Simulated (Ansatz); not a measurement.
A made-up structure of SiH3TeCl, closed shell:

```
6
angstrom
Cl -2.4241 -0.7393 0.2436
Si 1.4990 -0.2149 1.2490
Te -0.2182 -0.2098 -0.5397
H 0.2513 -1.4043 -1.6391
H -0.3063 1.3104 -1.2726
H 1.0104 1.0173 1.7583
```

It is relaxed with PBE-D4/def2-SVP and then PBE0-D4/def2-TZVP (Ansatz 0.2.0). Atoms count as bonded within 1.22 times the sum of their covalent radii (H–H: 0.88 Å). The end point is not checked to be a true minimum.

Task: Does its bonding change? (Judge from chemistry; the calculation decides.)

Result: The calculation gives: No: no bond forms or breaks.

Where it ends: The first stage lowers the energy by 1.12 eV in 14 steps. It ends as SiH₃TeCl ([SiH][TeH2][Cl]):
Cl1  (-2.819, -0.709, -1.040)
Si2  (2.088, 0.019, 0.800)
Te3  (-0.465, -0.498, 0.160)
H4  (0.022, -1.304, -1.198)
H5  (-0.552, 1.025, -0.482)
H6  (1.539, 1.226, 1.560)
(Å)

Labels in which every atom is bracketed show which atoms are joined, not bond orders.

For scale, one of the runs: PBE0-D4/def2-TZVP relaxation, 142 basis functions, launched by `ansatz run in.yaml --threads 2 --pin off --events-out ev --progress --plain --max-ram 4352MiB`. The run took about 24 s on 2 CPU threads of an Arm Neoverse V2 (shared host).
